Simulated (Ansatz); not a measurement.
Two isomers of CH7NOSn: A = `C[O][SnH2][NH2]`, B = `[NH2][SnH2][CH2]O`.

Calculated with Ansatz (gas phase, PBE0-D4/def2-TZVP geometries, no zero-point term in ΔE). CCSD(T)/CBS is the MP2 limit (def2-TZVPP, def2-QZVPP) plus CCSD(T) − MP2 in def2-TZVPP, frozen cores. DFT in def2-TZVPP. def2 core potentials past Kr. For Sn outer-core shells are correlated without core-valence functions, which leaves a few kJ/mol of doubt a bond. One conformer a species, not always the lowest.

A:

Z-matrix (Å, degrees):
```
C
O 1 1.405
H 1 1.098 2 112.5
H 1 1.094 2 108.3 3 119.3
H 1 1.100 2 112.2 3 -122.1
Sn 2 1.963 1 119.3 3 53.6
N 6 2.017 2 105.2 1 -53.2
H 6 1.702 2 102.4 1 -173.8
H 6 1.708 2 109.3 1 61.6
H 7 1.010 6 116.0 2 -92.9
H 7 1.010 6 115.1 2 138.5
```

B:

Z-matrix (Å, degrees):
```
Sn
C 1 2.180
N 1 2.035 2 114.8
H 1 1.707 2 112.2 3 -120.5
H 1 1.715 2 106.3 3 117.3
O 2 1.415 1 112.2 3 -161.1
H 2 1.091 1 108.7 3 81.2
H 2 1.097 1 109.7 3 -35.8
H 3 1.012 1 114.2 2 50.1
H 3 1.012 1 113.6 2 -73.7
H 6 0.960 2 108.8 1 63.1
```

Task: Which isomer does CCSD(T)/CBS put lower? Give the gap. (An estimate is asked.)

Result: Computed: A, by 61.5 kJ/mol.

Task: Give E(B) − E(A) in kJ/mol with PBE0-D4, r2SCAN-D4, PBE-D4, CCSD(T)/def2-SVP, ωB97M-V, LDA (SPW92), CCSD/def2-TZVPP. (Estimate.)

Result: Ansatz gave: PBE0-D4 53.9, r2SCAN-D4 60.4, PBE-D4 52.0, CCSD(T)/def2-SVP 64.3, ωB97M-V 58.8, LDA (SPW92) 48.7, CCSD/def2-TZVPP 59.6. None reverses the order clearly.

Task: Does the order hold for the free energy at 298.15 K (harmonic terms from PBE0-D4)? (Best estimate.)

Result: The calculation gave: Yes: G(B) − G(A) = +60.3 kJ/mol, for one conformer each. Modes under 60 cm⁻¹, often nearly free rotors, make the harmonic entropy too high.

Largest T1 diagnostic: 0.013.

In def2-TZVPP, CCSD(T) changes the Hartree–Fock value by −14.2 kJ/mol (the triples alone add −0.9 kJ/mol) and MP2 by −12.9 kJ/mol. Leaving LDA and LC-ωPBE aside and taking each functional with its dispersion term where it has one, the values, not all of them listed here, spread over 16.0 kJ/mol, from PBE-D4 to B97M-V.
